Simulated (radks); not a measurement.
The numbers below are computed, except where a source is named.
Ba3.75+, configuration [Kr] 4d10 5s2 5p(up 2.75, down 1.5) (fractional occupations, a model configuration).

Level of theory: scalar-relativistic Kohn-Sham, PBE, spin-polarised, spherical densities, finite nucleus; Fermi nuclear charge, rms radius 4.8378 fm (a radial shooting solver on a logarithmic mesh with Libxc functionals).

Energy parts (Ry):
| part | energy |
|---|---|
| total | -16264.1172 |
| kinetic | 17168.5281 |
| electron-nucleus | -39215.3444 |
| Hartree | 6175.4562 |
| exchange-correlation | -392.7571 |

Orbitals (lengths in bohr, moments of r in powers of bohr; <r^-3> diverges for s and p1/2; r(90%) holds 90 % of the orbital's charge):
| orbital | occ. | eigenvalue (Ry) | <r^-3> | <r> | r(90%) |
|---|---|---|---|---|---|
| 1s up | 1 | -2741.031 | - | 0.02558 | 0.0461 |
| 1s down | 1 | -2741.026 | - | 0.02558 | 0.0461 |
| 2s up | 1 | -435.5295 | - | 0.1098 | 0.170 |
| 2s down | 1 | -435.5267 | - | 0.1098 | 0.170 |
| 2p up | 3 | -390.8455 | 7026 | 0.09619 | 0.157 |
| 2p down | 3 | -390.8407 | 7026 | 0.09619 | 0.157 |
| 3s up | 1 | -94.05376 | - | 0.2919 | 0.429 |
| 3s down | 1 | -94.04897 | - | 0.2919 | 0.429 |
| 3p up | 3 | -79.72592 | 1382 | 0.2899 | 0.434 |
| 3p down | 3 | -79.72043 | 1382 | 0.2899 | 0.434 |
| 3d up | 5 | -58.91256 | 189.9 | 0.2666 | 0.417 |
| 3d down | 5 | -58.90726 | 189.9 | 0.2665 | 0.417 |
| 4s up | 1 | -20.58715 | - | 0.6735 | 0.968 |
| 4s down | 1 | -20.57623 | - | 0.6735 | 0.968 |
| 4p up | 3 | -15.96180 | 289.3 | 0.7149 | 1.04 |
| 4p down | 3 | -15.95058 | 289.3 | 0.7146 | 1.04 |
| 4d up | 5 | -9.24178 | 32.04 | 0.7981 | 1.20 |
| 4d down | 5 | -9.22649 | 32.11 | 0.7968 | 1.20 |
| 5s up | 1 | -4.97033 | - | 1.582 | 2.25 |
| 5s down | 1 | -4.88582 | - | 1.580 | 2.25 |
| 5p up | 2.75 | -3.78614 | 45.84 | 1.788 | 2.57 |
| 5p down | 1.5 | -3.69890 | 45.89 | 1.793 | 2.58 |

The highest occupied level is 5p down at -50.326 eV. The spin density at the nucleus is -1.429 e/bohr^3 (1s -0.390, 2s 0.099, 3s 0.078, 4s 0.275, 5s -1.491). Spin moment in Bohr magnetons: 1.25. Summed over all electrons, <r^2> = 34.46 bohr^2, which gives a Langevin (diamagnetic) susceptibility term of -27.3 x 10^-6 cm^3/mol. The electron density at the nucleus is 3.344e+05 e/bohr^3 (large components only). The density falls to 0.001 e/bohr^3 at r = 3.43 bohr.
